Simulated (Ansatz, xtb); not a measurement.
**Ranking isomers of C4H5F3O2**

3 gas-phase structures of C4H5F3O2, from a drawn sample of its isomers (lower ones may exist). Each was relaxed with GFN2-xTB; where two conformers were screened, the lower at r2SCAN-D4/def2-SVP is listed:

A. `O[C@@H]1CO[C@H]1C(F)(F)F`, a singlet
B. `OC1(C(F)(F)F)COC1`, a singlet
C. `O[C@@H]1CO[C@@H]1C(F)(F)F`, a singlet

Q: Estimate their order in r2SCAN-D4/def2-SVP energy at these geometries, lowest first.

A: Calculated order at r2SCAN-D4/def2-SVP: B (0.0), A (0.7), C (2.5) kcal/mol. Less than 1 kcal/mol parts B and A, so the order within that pair means little.

Energies above the lowest of each column, in kcal/mol; the last columns are at B3LYP-D3(BJ)/def2-SVP geometries:

```
structure  GFN2-xTB  HF/STO-3G  r2SCAN-D4/def2-SVP  B3LYP-D3(BJ)/def2-SVP  CCSD(T)/def2-SVP + ΔMP2/def2-TZVPP
        B       0.0        0.5                 0.0                    0.0                                 0.3
        A       0.2        0.0                 0.7                    0.2                                 0.0
        C       2.1        1.2                 2.5                    0.5                                 1.3
```

CCSD(T)/def2-SVP + ΔMP2/def2-TZVPP has A and B within 1 kcal/mol of each other at the bottom, and every level picks one of them. CCSD(T)/def2-SVP + ΔMP2/def2-TZVPP orders those it was run on as A (0.0), B (0.3), C (1.3) kcal/mol. Less than 1 kcal/mol parts A and B; B and C, so the order within those pairs means little. Flexible structures stand in one conformer each, not always the lowest. ΔMP2 is the change of the MP2 energy from the smaller to the larger basis.

Programs: Ansatz 0.2.0, xtb 6.7.1.
